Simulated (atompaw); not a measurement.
# What one change does to a pseudopotential (Os (Z = 76), PAW (atompaw))

Os (Z = 76), PAW, made with atompaw 4.2.0.5 (PBEsol, scalar-relativistic). Core [Kr] 4d10 4f14, reference 5s2 5p6 5d6 6s2 6p0. Waves: 5s (bound): rc 1.55 bohr; 6s (bound): rc 2.60 bohr; 5p (bound): rc 2.10 bohr; 6p (bound, empty): rc 2.60 bohr; 5d (bound): rc 2.60 bohr; 5d channel at 0.25 Ry: rc 2.60 bohr; 5f channel at 0.1 Ry: rc 2.60 bohr. Local part: bessel scheme, radius 2.55 bohr. Core correction: smooth core density matched at 2.50 bohr. Augmentation charge: sinc compensation charge, radius 2.30 bohr; PAW radius 2.60 bohr; waves and projectors: custom polynom2 7 10 vanderbiltortho.

All-electron outer shells of the reference configuration (PBEsol, scalar-relativistic, ld1.x):

```json
{"shell": "4d", "level (eV)": "-272.70", "outermost node (bohr)": "0.21", "outermost maximum (bohr)": "0.44"}
{"shell": "5s", "level (eV)": "-91.60", "outermost node (bohr)": "0.51", "outermost maximum (bohr)": "0.91"}
{"shell": "4f", "level (eV)": "-52.02", "outermost node (bohr)": "–", "outermost maximum (bohr)": "0.40"}
{"shell": "5p", "level (eV)": "-50.86", "outermost node (bohr)": "0.55", "outermost maximum (bohr)": "1.03"}
{"shell": "5d", "level (eV)": "-6.29", "outermost node (bohr)": "0.60", "outermost maximum (bohr)": "1.36"}
{"shell": "6s", "level (eV)": "-6.19", "outermost node (bohr)": "1.20", "outermost maximum (bohr)": "2.48"}
{"shell": "6p", "level (eV)": "-1.23", "outermost node (bohr)": "1.44", "outermost maximum (bohr)": "3.51"}
```

Change: reference 5s2 5p6 5d7 6s1 6p0; added wave 5f channel at 2.05 Ry: rc 2.50 bohr.

Cutoffs: the cutoffs (Ry, on a coarse ladder) from which the occupation-weighted sum of valence levels, in a spherical-Bessel basis at the reference potential, stays within 10 and 1 mRy of its value at 400 Ry; they do not see the model core or the augmentation charge, which bear on the density cutoff.

**Question.** What does the change do?

**Answer.** The potential gets harder (35 Ry and 80 Ry → 40 Ry and 90 Ry); the range in which the f phases agree widens (upper end 1.2 → at the end of the scan); neither file shows a bound ghost.

| quantity | base | changed |
| --- | --- | --- |
| cutoff, loose | 35 Ry | 40 Ry |
| cutoff, tight | 80 Ry | 90 Ry |
| bound ghosts | none | none |
| s: phases at 2.61 bohr within 0.05 rad from the reference energy up to (Ry; the scan ends near 5) | n/a | 4.2 |
| p: phases at 2.61 bohr within 0.05 rad from the reference energy up to (Ry; the scan ends near 5) | to the end of the scan | to the end of the scan |
| d: phases at 2.61 bohr within 0.05 rad from the reference energy up to (Ry; the scan ends near 5) | 2.1 | 2.2 |
| f: phases at 2.61 bohr within 0.05 rad from the reference energy up to (Ry; the scan ends near 5) | 1.2 | to the end of the scan |
| lowest overlap eigenvalue by channel | s 0.40, p 0.61, d 0.93, f 1.00 | s 0.40, p 0.61, d 0.93, f 1.00 |

 The cutoffs see the waves, projectors and local potential, not the compensation charge or the core.
